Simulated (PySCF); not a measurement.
## Which element holds F most strongly?

r²SCAN in PySCF with def2-SVPD on every atom (core potentials on Sn, Sb), for the lowest determinant that a PBE0 search found; no spin–orbit coupling. D0 is De less the harmonic zero-point energy.

```tsv
M	state (unpaired electrons)	Re (Å)	ωe (cm⁻¹)	D0(MF) (eV)
Sn	doublet (π ↑)	1.987	562	4.95
C	doublet (π ↑)	1.280	1298	5.75
Al	singlet (closed shell)	1.697	769	6.82
Sb	triplet (π ↑↑)	1.968	590	4.08
B	singlet (closed shell)	1.273	1361	7.66
```

Q: Order the elements by D0 and give the energy of CF + Al → AlF + C.

A: B > Al > C > Sn > Sb; ΔE = 5.75 − 6.82 = -1.07 eV at r²SCAN/def2-SVPD. Close neighbours can swap at other levels.

These are scalar-relativistic numbers at best; spin–orbit coupling would shift them, the dissociation energy most. States were picked by a PBE0 search and need not be the measured ground states.
